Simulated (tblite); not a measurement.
C$_{6}$H$_{6}$, triplet, geometry from GFN2-xTB (a higher spin typed on purpose: for a closed-shell molecule this is an excited state); GFN1-xTB (tblite).

The tblite input:
```
$ tblite run mol.xyz --method gfn1 --charge 0 --spin 2 --grad --json tblite.json --no-restart

# file mol.xyz
12

C     -0.84506378     1.12846096     0.22175988
C     -1.39443514    -0.06865515    -0.09830087
C     -0.57097837    -1.20700359    -0.30573960
C      0.82993445    -1.12351932    -0.08797213
C      1.40682046     0.06054851     0.23221639
C      0.60278941     1.27193957     0.08684995
H     -1.44888616     1.98096673     0.49236662
H     -2.46819299    -0.19836118    -0.08793953
H     -1.03058254    -2.17716369    -0.40813274
H      1.40885967    -2.03697827    -0.06993663
H      2.44694749     0.13344312     0.51045673
H      0.91745239     1.92746746    -0.72969618
```

It wrote (shortened):

```
xTB calculator
 | screened Coulomb repulsion
 | Coulomb electrostatics
 |  * isotropic Klopman-Ohno-Mataga-Nishimoto electrostatics
 |  * onsite third-order electrostatics
 | DFT-D3(BJ) dispersion correction

halogen bonding energy    0.0000000000000E+00 Eh
repulsion energy          2.7746573390004E-01 Eh
dispersion energy        -4.6791714558148E-03 Eh
number of electrons       3.0000000000000E+01 e
integral cutoff           1.9731147476801E+01 bohr

------------------------------------------------------------
  cycle        total energy    energy error   density error
------------------------------------------------------------
      1     -15.74052633091  -1.6013313E+01   6.7219888E-01
      2     -15.74096819713  -4.4186622E-04   4.0268890E-01
      3     -15.74093518844   3.3008691E-05   4.0212115E-03
      4     -15.74096522121  -3.0032766E-05   2.0085648E-03
      5     -15.74097872613  -1.3504920E-05   3.0337953E-04
      6     -15.74097889634  -1.7021146E-07   4.2521248E-05
      7     -15.74097889898  -2.6362592E-09   6.2298979E-06
------------------------------------------------------------

electronic energy        -1.6013765461420E+01 Eh
total energy             -1.5740978898975E+01 Eh

Post processing:
 | Mayer-Wiberg bond orders

[Info] Tight-binding results written to 'tblite.txt'
[Info] JSON dump of results written to 'tblite.json'
```
